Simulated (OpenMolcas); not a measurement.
An OpenMolcas run meant for Ta+ (ANO-R2, X2C; inactive shells 1s 2s 2p 3s 3p 3d 4s 4p 4d 4f 5s 5p; intended active space 4 electrons in 6 orbitals (5d 6s)). One step of its input:

```
&CASPT2
Multistate=15 1 2 3 4 5 6 7 8 9 10 11 12 13 14 15
Frozen=14 16
IPEA=0.25
Imaginary=3.0
MaxIter=60
WThr=0.0 0.3 0.05
PrWF=0.5
NoMix
```

The run finished. Its levels beside those of a sound run (SS-CASPT2, IPEA 0.25 Eh, imaginary shift 0.1 Eh (closed shells correlated: 5s 5p)), in cm-1 above each run's lowest level:

```tsv
Level	This run	Usual run
5d3 6s 5F1	0.0	0.0
5d3 6s 5F2	1082	1056
5d3 6s 5F3	2683	2705
5d3 6s 3P0(1)	5771	3580
5d2 6s2 3F2 [70 %]	8870	4133
5d3 6s 3P1(1)	6576	4543
5d3 6s 5F4	4553	4584
5d3 6s 5F5	6428	6426
5d2 6s2 3F3	11036	6712
5d2 6s2 3F4	13234	9264
5d3 6s 5P1	11914	11510
5d3 6s 5P3	13595	13364
5d4 5D0	14694	14594
5d4 5D1	15053	14982
```

**Question.** Which setting is unsound, and how much does it matter here?

**Answer.** The level shift is far above the usual 0.1 to 0.3 hartree and damps the second-order energy. Against the sound run the excited levels shown move by 1400 cm-1 on average and by 4700 cm-1 at most.

CASPT2 does not keep the components of a term degenerate, so their means are used; among the terms shown or strongly mixed into the levels shown the widest spread is 480 cm-1 (5d3 6s 5F, the sound run). Configurations are named by rounded mean occupations; where the s occupation lies near a half they are strongly mixed, a name can repeat and a true partner stay unpaired. A single d shell beside an s shell can misplace configurations of different d count against each other. Levels of configurations outside the active space are missing.

A share in square brackets marks a mixed level and gives the weight of the term that names it, the lowest over the columns. A number in round brackets counts repeated terms of one configuration in the order of the reference energies.
